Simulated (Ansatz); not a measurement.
`C[CH2][Mg][O]C` + `C[NH][InH2]` → `CC[N](C)[InH2]` + `C[O][MgH]`  (substitution at a C–Mg bond)

Computed with Ansatz on PBE0-D4/def2-TZVP structures; ΔE is electronic, products minus reactants. CCSD(T)/CBS adds triple-zeta CCSD(T) − MP2 to the extrapolated MP2 energy (def2 sets, frozen cores). Functionals use def2-TZVPP. B3LYP here is the variant with VWN-RPA as its local correlation; programs differ in this. HSE06 is defined as in plane-wave codes. def2 core potentials past Kr. For In, Mg outer-core shells are correlated without core-valence functions, which leaves a few kJ/mol of doubt a bond. One conformer a species, not always the lowest.

```
             level  ΔE (kcal/mol)  difference from CCSD(T)/CBS
       LDA (SPW92)            2.6                         -4.0
            PBE-D4            6.0                         -0.6
         revPBE-D4            4.5                         -2.1
         r2SCAN-D4            5.7                         -0.9
            B97M-V            1.0                         -5.6
           PBE0-D4            5.7                         -0.9
          B3LYP-D4            5.7                         -0.9
        r2SCANh-D4            5.7                         -0.9
        r2SCAN0-D4            5.7                         -0.9
          HSE06-D4            5.8                         -0.8
          BHLYP-D4            5.1                         -1.5
      CAM-B3LYP-D4            5.3                         -1.3
           ωB97X-V            4.8                         -1.8
           ωB97M-V            5.8                         -0.8
          PBE-QIDH            6.1                         -0.5
               PBE            8.1                          1.5
            revPBE           10.1                          3.5
              BLYP           10.1                          3.5
            r2SCAN            6.2                         -0.4
              PBE0            7.4                          0.8
           r2SCANh            6.3                         -0.3
             HSE06            7.5                          0.9
             BHLYP            7.6                          1.0
         CAM-B3LYP            7.1                          0.5
           LC-ωPBE            7.2                          0.6
RPA@PBE/def2-TZVPP            5.1                         -1.5
       HF/def2-SVP            4.3                         -2.3
      MP2/def2-SVP            3.5                         -3.1
     CCSD/def2-SVP            3.0                         -3.6
  CCSD(T)/def2-SVP            2.5                         -4.1
     HF/def2-TZVPP            6.7                          0.1
    MP2/def2-TZVPP            6.1                         -0.5
SCS-MP2/def2-TZVPP            6.2                         -0.4
   CCSD/def2-TZVPP            6.1                         -0.5
CCSD(T)/def2-TZVPP            5.6                         -1.0
     HF/def2-QZVPP            6.6                          0.0
    MP2/def2-QZVPP            6.7                          0.1
      HF/CBS(def2)            6.6                          0.0
     MP2/CBS(def2)            7.1                          0.5
    CCSD/CBS(def2)            7.1                          0.5
       CCSD(T)/CBS            6.6                            0
```

Largest T1 diagnostic among the species: 0.016.

From BLYP to BHLYP (50 % exact exchange), in def2-TZVPP and without D4, ΔE moves by −2.5 kcal/mol. At CCSD(T), def2-SVP lies −4.1 kcal/mol from the extrapolated value and def2-TZVPP −1.0 kcal/mol. Leaving LDA and LC-ωPBE aside and taking each functional with its dispersion term where it has one, the values, not all of them listed here, spread over 6.6 kcal/mol, from B97M-V to B2PLYP. LDA lies −5.5 kcal/mol from PBE without D4.
